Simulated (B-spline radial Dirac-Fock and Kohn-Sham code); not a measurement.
## Kohn-Sham estimates against Dirac-Fock for the levels of As²⁺

System: As²⁺ in the configuration [Ar] 3d10 4s2 4p1.

The density-functional columns are spherical, spin-unpolarised Dirac-Kohn-Sham results without Breit or QED terms: −ε is minus the orbital energy of the initial state and ΔSCF the difference of two total energies. The reference in the last column comes from ΔSCF Dirac-Fock with Breit, self-energy and vacuum polarisation, finite nucleus, configuration average. All numbers are from an atomic code on a B-spline grid, in eV; a selection of levels is shown. The Kohn-Sham columns are given as differences from the reference. For the 1s level of heavy atoms much of the gap between ΔSCF and the reference is the Breit and QED part, -24.7 eV here; for other levels the error of the functional can be larger.

```
level  LDA −ε − DF  LDA ΔSCF − DF  PBE −ε − DF  PBE ΔSCF − DF  Dirac-Fock
    K       -182.2          +22.6       -161.6          +43.9     11898.9
   L1        -62.9          -29.5        -60.6          -27.3      1568.1
   L2        -43.5           -2.5        -42.8           -2.0      1392.0
   L3        -44.1           -4.2        -43.5           -3.7      1356.2
   M1        -29.6          -16.4        -28.9          -15.7       240.5
   M2        -22.1           -9.0        -21.9           -8.9       180.3
   M3        -22.1           -9.2        -21.9           -9.0       175.2
   M4         -9.9           +2.5        -10.2           +2.1       72.55
   M5         -9.9           +2.4        -10.2           +2.1       71.87
   N1         -3.4           +2.6         -3.7           +2.2       37.13
 N2,3         -4.4           +0.7         -4.7           +0.3       27.36
```

Values without a named source are computed, but for edge energies of neutral atoms, which are taken from tables.
